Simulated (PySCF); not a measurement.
# Do core-level shifts follow atomic charges?

C₄H₉ClOSi.
SMILES with atom numbers: `[CH3:1][O:2][C@@H:3]1[CH2:4][C@H:5]1[SiH2:6][Cl:7]`

Binding energies: PySCF 2.14.0, delta-SCF UKS SCAN, pcX-2 on the ionised atom, pcseg-1 elsewhere, spin-free X2C. Charges: PBE0/pcSseg-1 ground-state density, for the ionised atom.

| atom | environment | C 1s (eV) | Mulliken (e) | IAO (e) | Hirshfeld (e) | ESP (e) |
| --- | --- | --- | --- | --- | --- | --- |
| C5 | sp3 carbon bound to silicon | 290.40 | -0.532 | -0.475 | -0.153 | -0.157 |
| C4 | three-membered-ring carbon | 290.97 | -0.161 | -0.275 | -0.084 | -0.472 |
| C1 | methoxy carbon | 292.22 | -0.042 | -0.196 | -0.038 | -0.122 |
| C3 | sp3 carbon bound to oxygen | 292.27 | +0.082 | +0.087 | +0.032 | +0.136 |

Task: Give the correlation coefficient and slope of binding energy on charge for each scheme.

Result: Hirshfeld: r = 0.93, slope 11.1 eV per e; Mulliken: r = 0.92, slope 3.2 eV per e; IAO: r = 0.87, slope 3.5 eV per e; ESP: r = 0.60, slope 2.2 eV per e. On 4 points no scheme stands out.

Task: The point-charge model writes a binding energy as kq + V + constant, with V the potential of the other atoms' charges at the site. What does it give with the Hirshfeld charges?

Result: V = Σ 14.40 eV Å × q/r over all other atoms: +1.95 eV at C5, +1.00 eV at C4, +0.48 eV at C1, -1.10 eV at C3. Fitting binding energy − V to q gives k = 27.3 eV per e and leaves an rms residual of 0.19 eV, against 0.30 eV for the fit on q alone. The model has no term for differences in relaxation between sites.

The structure is a single PBE0-D3(BJ)/def2-SVP conformer in the gas phase; no vibrational or solvent corrections.

Conformer computed: `[CH3:1][O:2][C@@H:3]1[CH2:4][C@H:5]1[SiH2:6][Cl:7]`: C1–O2–C3–C4 154°, C4–C5–Si6–Cl7 148°.
